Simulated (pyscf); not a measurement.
# HO–PH–SiH₃, singlet

Gas-phase minimum from PySCF at ωB97X-D3(BJ)/def2-SVP, one conformer. HO–PH–SiH₃ lies 27.2 kcal/mol over its isomer HO–SiH₂–PH₂, and others may lie lower still (electronic energy, ωB97M-D3(BJ)). 

SMILES: OP[SiH3]
```xyz
8

O      0.8772     1.4475    -1.9215
P     -0.0944     1.8640    -0.6068
Si     0.0443    -0.1217     0.4537
H      0.5008     1.8370    -2.7192
H      0.8786     2.4898     0.2331
H     -0.7853    -1.1139    -0.2865
H     -0.4985     0.0476     1.8345
H      1.4522    -0.6056     0.5187
```

Bond lengths (Å): O1–P2 1.687, O1–H4 0.964, P2–Si3 2.255, P2–H5 1.430, Si3–H6 1.490, Si3–H7 1.493, Si3–H8 1.490. Angles (°): P2–O1–H4 108.7, O1–P2–Si3 96.5, O1–P2–H5 100.0, Si3–P2–H5 93.9, P2–Si3–H6 108.6, P2–Si3–H7 108.2, P2–Si3–H8 111.4, H6–Si3–H7 109.4, H6–Si3–H8 109.4, H7–Si3–H8 109.9.

Properties at ωB97X-D3(BJ)/def2-SVP:

- Harmonic wavenumbers, unscaled: 151, 173, 249, 466, 496, 592, 777, 809, 911, 941, 948, 963, 1094, 2247, 2262, 2266, 2401, 3895 cm⁻¹
- Zero-point energy: 30.9 kcal/mol
- Rotational symmetry number: 1
- Entropy of this conformer at 298 K and 1 atm, rigid rotor and harmonic oscillator, modes under 100 cm⁻¹ raised to 100: 308.1 J/(mol K)
- Dipole moment: 0.74 D

Single-point totals, which compare only within one level (frozen core for MP2 and CC):

```tsv
level	total energy (hartree)
ωB97X-D3(BJ)/def2-TZVP	-709.19251
PBE/def2-TZVP	-708.73336
r²SCAN/def2-TZVP	-709.03572
B3LYP-D3(BJ)/def2-TZVP	-709.18592
PBE0-D3(BJ)/def2-TZVP	-708.79840
M06-2X/def2-TZVP	-709.04896
ωB97M-D3(BJ)/def2-TZVP	-709.22934
HF/def2-TZVPP	-707.50461
MP2/def2-TZVPP	-708.02954
CCSD/def2-TZVPP	-708.07239
CCSD(T)/def2-TZVPP	-708.09365
```

Soft torsions are taken as harmonic, which can shift the entropy by several J/(mol K). The CCSD(T) − MP2 part came from Ansatz, without density fitting, on the same reference.
